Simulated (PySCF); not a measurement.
These 4 structures share the formula C9H7F. Theory: PBE0-D3(BJ)/def2-SVP geometry optimisation, gas phase in PySCF 2.14.0. One conformer each; no zero-point energy, no entropy. No frequencies were run at this level. Point groups hold within 0.08 Å.

Question: Rank from lowest to highest electronic energy at this level (kcal/mol).
A. `CC#Cc1ccc(F)cc1`
B. `C#CC1=C[C@@H]2C=C[C@@]1(F)C2`
C. `FC1=CC2(C=CC=C2)C=C1`
D. `[CH:1]#[C:2]/[C:3]([F:4])=[C:5](\[C:6]#[CH:7])[C:8](=[CH2:9])[CH3:10]` with C3–C5–C8–C9 -176°

Answer: A (0.0), C (14.5), B (50.6), D (87.0).

As drawn, the lowest has an aromatic ring, which the highest lacks; the highest has a C=C bond outside aromatic rings, which the lowest lacks.

```
                      SMILES      E (Eh)  E rel (kcal/mol)  dipole (D)  point group       A, B, C (MHz)
             CC#Cc1ccc(F)cc1  -446.13541               0.0        1.85      near Cs  5482, 573.6, 521.0
        FC1=CC2(C=CC=C2)C=C1  -446.11237              14.5        1.47           Cs  3682, 892.2, 865.4
C#CC1=C[C@@H]2C=C[C@@]1(F)C2  -446.05474              50.6        1.99           C1    2412, 1272, 1053
      C#C/C(F)=C(\C#C)C(=C)C  -445.99677              87.0        0.95      near Cs   1830, 1169, 717.0
```
